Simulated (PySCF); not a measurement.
A structure optimised at PBE-D3(BJ)/def2-SVP, used in a PySCF frequency run:

```
Si
H 1 1.5039
C 1 1.8791 2 110.57
H 3 1.1081 1 111.03 2 58.13
H 3 1.1087 4 108.20 1 -121.58
H 3 1.1100 4 108.26 5 -117.17
C 1 1.8791 2 110.57 3 -124.72
H 7 1.1081 1 111.03 2 -58.13
H 7 1.1087 8 108.20 1 121.58
H 7 1.1100 8 108.26 9 117.17
Cl 1 2.0994 2 106.73 3 117.64
```
Charge 0, spin multiplicity 1.

**Question.** Write its SMILES, formula and point group.

**Answer.** C[SiH](C)Cl, C₂H₇ClSi, Cs

**Question.** What are its rotational constants (standard atomic weights)?

**Answer.** 5.2926, 3.1438, 2.2276 GHz
